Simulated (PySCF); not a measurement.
Can point charges reproduce the dipole moment of `O=C=C(C=O)[SiH2]CCl`?

Coordinates (GFN2-xTB, Å) and charges (e) from the PBE0/pcSseg-1 density (PySCF):

```json
{"atom": "O1", "x": "-0.392", "y": "2.305", "z": "-1.657", "Mulliken": "-0.2317", "IAO": "-0.2482", "Hirshfeld": "-0.1170", "ESP-fitted": "-0.2854"}
{"atom": "C2", "x": "-0.704", "y": "1.357", "z": "-1.076", "Mulliken": "+0.5132", "IAO": "+0.4894", "Hirshfeld": "+0.2226", "ESP-fitted": "+0.6171"}
{"atom": "C3", "x": "-0.977", "y": "0.296", "z": "-0.382", "Mulliken": "-0.7594", "IAO": "-0.5295", "Hirshfeld": "-0.1664", "ESP-fitted": "-0.6420"}
{"atom": "C4", "x": "-2.218", "y": "-0.398", "z": "-0.213", "Mulliken": "+0.3654", "IAO": "+0.2549", "Hirshfeld": "+0.1131", "ESP-fitted": "+0.4902"}
{"atom": "O5", "x": "-2.276", "y": "-1.393", "z": "0.478", "Mulliken": "-0.3977", "IAO": "-0.4223", "Hirshfeld": "-0.2148", "ESP-fitted": "-0.4680"}
{"atom": "Si6", "x": "0.285", "y": "-0.714", "z": "0.635", "Mulliken": "+0.8249", "IAO": "+0.8334", "Hirshfeld": "+0.3372", "ESP-fitted": "+0.5646"}
{"atom": "C7", "x": "1.969", "y": "0.175", "z": "0.434", "Mulliken": "-0.5209", "IAO": "-0.5413", "Hirshfeld": "-0.1316", "ESP-fitted": "-0.6521"}
{"atom": "Cl8", "x": "2.374", "y": "0.218", "z": "-1.305", "Mulliken": "-0.1648", "IAO": "-0.1018", "Hirshfeld": "-0.0641", "ESP-fitted": "-0.0939"}
{"atom": "H9", "x": "-3.104", "y": "0.002", "z": "-0.727", "Mulliken": "+0.0862", "IAO": "+0.1234", "Hirshfeld": "+0.0531", "ESP-fitted": "+0.0450"}
{"atom": "H10", "x": "-0.102", "y": "-0.656", "z": "2.043", "Mulliken": "-0.0521", "IAO": "-0.1078", "Hirshfeld": "-0.0666", "ESP-fitted": "-0.0592"}
{"atom": "H11", "x": "0.391", "y": "-2.039", "z": "0.039", "Mulliken": "-0.0293", "IAO": "-0.0961", "Hirshfeld": "-0.0634", "ESP-fitted": "-0.0371"}
{"atom": "H12", "x": "1.975", "y": "1.205", "z": "0.783", "Mulliken": "+0.1819", "IAO": "+0.1705", "Hirshfeld": "+0.0471", "ESP-fitted": "+0.2623"}
{"atom": "H13", "x": "2.774", "y": "-0.359", "z": "0.930", "Mulliken": "+0.1842", "IAO": "+0.1752", "Hirshfeld": "+0.0506", "ESP-fitted": "+0.2586"}
```

Q: Form Σ q r in debye for every column and set it beside the full dipole.

A: The full density gives (0.10, 1.19, 0.97) D, 1.54 D in size; dipole vectors point from the negative to the positive end.

```csv
scheme,μx,μy,μz,size (D),share of the full size (%),angle to the full dipole (°)
Mulliken,-0.09,-0.59,2.45,2.52,164,65
IAO,0.05,0.57,1.16,1.29,84,25
Hirshfeld,0.12,0.82,0.19,0.85,55,26
ESP-fitted,0.12,1.18,1.03,1.58,102,2
```

Q: Which set comes closest?

A: Length of the difference vector: ESP-fitted 0.07 D, IAO 0.65 D, Hirshfeld 0.87 D, Mulliken 2.33 D. Closest: ESP-fitted. ESP charges are fitted to the potential around the molecule, whose slowest-falling term is the dipole's. 

Q: What is left for the Hirshfeld atoms' own dipoles?

A: The shares of the density sum to the whole, so what Σ q r misses lies in dipoles about the nuclei. The atomic dipoles sum to (0.10, 1.19, 0.97) − (0.12, 0.82, 0.19) = (-0.02, 0.37, 0.78) D, 0.87 D in size.

Q: With the origin at the mean of the coordinates, (0.000, 0.000, -0.001) Å, which are the largest single terms, by size, of the IAO dipole along the direction of the full one?

A: O5 +1.88, C7 -1.40, H12 +1.28, O1 -0.86, C2 +0.78 D; all 13 atoms together +1.18 D. The single terms depend on the origin, their sum doesn't.

Q: Give the size of the full dipole in other units.

A: 1.54 D = 0.606 au = 0.321 e·Å = 5.14 × 10⁻³⁰ C·m.

Isolated species at its GFN2-xTB geometry (one conformer only).

The values belong to the conformer `[O:1]=[C:2]=[C:3]([CH:4]=[O:5])[SiH2:6][CH2:7][Cl:8]`: C2–C3–C4–O5 179°, C2–C3–Si6–C7 1°, C3–Si6–C7–Cl8 -59°.
